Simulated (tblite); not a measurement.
Question: Give a GFN2-xTB geometry of `C1=CC(C(=O)C=C1)=O`.

Answer: 
```
atom  x, y, z in Å
O1     0.2944    2.6415    0.2453
C2     0.1435    1.4458    0.1339
C3    -1.1741    0.8059    0.0983
C4    -1.3109   -0.5235   -0.0278
C5    -0.1684   -1.3955   -0.1345
C6     1.0865   -0.9196   -0.1123
C7     1.3663    0.5122    0.0217
O8     2.4878    0.9666    0.0467
H9    -2.0258    1.4657    0.1791
H10   -2.2922   -0.9762   -0.0518
H11   -0.3533   -2.4558   -0.2336
H12    1.9472   -1.5678   -0.1910
```

Any rigid rotation of these coordinates is as good. Atoms count from 1 in this order. The 6-membered ring C2–C3–C4–C5–C6–C7 has internal angles of 116.5° to 121.8° (sum 720°, against 720° for a flat polygon); it is planar, 0.00 Å rms from its mean plane, widest ring torsion 0°. The 8 heavy atoms lie in one plane (0.001 Å rms). The 6 C–C bonds span 1.342 Å (C5=C6, drawn double) to 1.543 Å (C2–C7, drawn single), a spread of 0.201 Å.

Bonds between heavy atoms (Å): O1=C2 1.210, C2–C3 1.465, C3=C4 1.342, C4–C5 1.441, C5=C6 1.342, C6–C7 1.465, C7=O8 1.210, C2–C7 1.543.

The geometry is computed with GFN2-xTB (gas phase).

Point group: C2v (every atom within 0.08 Å of its image). Its GFN2-xTB frequencies are all real (lowest 44 cm⁻¹).
